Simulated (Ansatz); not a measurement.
# Ligand exchange: Mg(CH3)Br + GeH3(NH2) → Mg(CH3)(NH2) + GeH3Br

Species: Mg(CH3)Br, singlet; GeH3(NH2), singlet; Mg(CH3)(NH2), singlet; GeH3Br `[GeH3][Br]`, singlet. The partners trade Br for NH2: Mg–Br and Ge–NH2 bonds give way to Mg–NH2 and Ge–Br.

Shapes, held fixed at every level: PBE0-D4/def2-TZVP. Programs: Ansatz 0.2.0. Electronic energies: no zero-point or thermal term.

| level | kind | ΔE (kJ/mol) | less CCSD(T)/def2-TZVPP |
| --- | --- | --- | --- |
| HF/def2-SVP | Hartree–Fock | +92.8 | +15.9 |
| HF/def2-TZVPP | Hartree–Fock | +93.0 | +16.1 |
| SPW92/def2-TZVPP | LDA | +72.0 | -4.9 |
| B3LYP-D4/def2-TZVPP | global hybrid | +72.6 | -4.3 |
| wB97M-V/def2-TZVPP | range-separated hybrid | +75.5 | -1.4 |
| MP2/def2-SVP | perturbation theory | +86.7 | +9.8 |
| MP2/def2-TZVPP | perturbation theory | +75.7 | -1.2 |
| CCSD(T)/def2-TZVPP | coupled cluster or CI | +76.9 | 0.0 |

The highest level, CCSD(T)/def2-TZVPP, gives ΔE = +76.9 kJ/mol; the levels span +72.0 to +93.0. The column of differences is taken from that level and isn't an error. No measured value is set beside it here. Relativity is left out for Br, Ge. Outer-core shells of Br, Ge, Mg are correlated, in sets that cover them unevenly.
